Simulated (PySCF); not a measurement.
A side-by-side comparison of computed properties.

First species: C6H10O.
SMILES: `COC[C@@H]1C=CC1`

Second species: C₂H₉NSi.
InChI=1S/C2H9NSi/c1-3-4-2/h3H,4H2,1-2H3

Levels: PBE0/def2-SVPD for dipole moment, HOMO energy, LUMO energy, HOMO–LUMO gap, static isotropic polarisability and electronic spatial extent ⟨r²⟩ about the centre of nuclear charge; TDDFT PBE0/def2-SVPD for lowest singlet excitation; TDA PBE0/def2-SVPD for lowest triplet excitation (Tamm–Dancoff); GFN2-xTB for rotational constant A and rotational constant C. Geometries: GFN2-xTB. Each species is one conformer at its optimised geometry, gas phase, non-relativistic unless stated; the electronic structure was computed with PySCF and density fitting.

The conformers computed, where there is a choice (atom-mapped SMILES and torsion angles):
- `[CH3:1][O:2][CH2:3][C@@H:4]1[CH:5]=[CH:6][CH2:7]1`: C1–O2–C3–C4 72°, O2–C3–C4–C5 162°
- `[CH3:1][NH:2][SiH2:3][CH3:4]`: C1–N2–Si3–C4 -49°

Q: Which of the two has the higher HOMO energy, and by how much?

A: The second: -6.63 eV against -7.02 eV, a difference of 0.39 eV.

Q: Which has the higher LUMO energy?

A: The second: 0.60 eV against 0.30 eV, a difference of 0.30 eV.

Q: Which has the higher dipole moment?

A: The first: 1.22 D against 0.81 D, a difference of 0.41 D.

Q: Which has the higher S1 energy?

A: The first: 6.50 eV against 5.85 eV, a difference of 0.65 eV.

Q: Which has the higher ⟨r²⟩?

A: The first: 888 bohr² against 484 bohr², a difference of 404 bohr².

Q: Which of the two has the higher rotational constant C, and by how much?

A: The second: 2.974 GHz against 1.438 GHz, a difference of 1.536 GHz.

Q: Which has the higher rotational constant A?

A: The second: 9.166 GHz against 7.094 GHz, a difference of 2.072 GHz.

Q: Which has the higher static isotropic polarisability?

A: The first: 73.6 au against 60.9 au, a difference of 12.7 au.

On the first: The polarisability is 10.91 Å³ as a volume (1 au = 0.148185 Å³), or 1.36 au for each of the 54 electrons. S1 lies 0.82 eV below the HOMO–LUMO gap; its leading configuration is HOMO→LUMO, weight 0.83.

On the second: The vertical singlet–triplet gap S1 − T1 is 0.25 eV (TDDFT singlet less Tamm–Dancoff triplet; S1: HOMO→LUMO, weight 0.85; T1: HOMO→LUMO, weight 0.67). No computed singlet falls in the visible range (750 to 380 nm, 1.65 to 3.26 eV); S1 lies 2.59 eV above its blue end.
